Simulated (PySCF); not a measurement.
NbBr5, SMILES [Nb]([Br])([Br])([Br])([Br])[Br], multiplicity 1.

Geometry: PBE0-D3(BJ)/def2-SVP. The spin state was assumed, not searched. The def2 effective core potentials stand for the cores of Nb; spin–orbit coupling is left out.

All values below come from PySCF with CAM-B3LYP/def2-TZVP.

Symmetry labels are those of the subgroup C2v that the program uses (full group D3h).

Q: List the valence orbital energies around the gap with their symmetry. (The exact figures need the calculation; the answer reports its results.)

A: 
```json
[
 {"orbital": "HOMO−7", "symmetry": "B1", "energy (eV)": "-11.36"},
 {"orbital": "HOMO−6", "symmetry": "A1", "energy (eV)": "-11.36"},
 {"orbital": "HOMO−5", "symmetry": "B1", "energy (eV)": "-10.46"},
 {"orbital": "HOMO−4", "symmetry": "B1", "energy (eV)": "-9.95"},
 {"orbital": "HOMO−3", "symmetry": "A1", "energy (eV)": "-9.95"},
 {"orbital": "HOMO−2", "symmetry": "B2", "energy (eV)": "-9.88"},
 {"orbital": "HOMO−1", "symmetry": "A2", "energy (eV)": "-9.53"},
 {"orbital": "HOMO", "symmetry": "B2", "energy (eV)": "-9.53"},
 {"orbital": "LUMO", "symmetry": "B2", "energy (eV)": "-3.44"},
 {"orbital": "LUMO+1", "symmetry": "A2", "energy (eV)": "-3.44"},
 {"orbital": "LUMO+2", "symmetry": "B1", "energy (eV)": "-2.69"},
 {"orbital": "LUMO+3", "symmetry": "A1", "energy (eV)": "-2.69"}
]
```
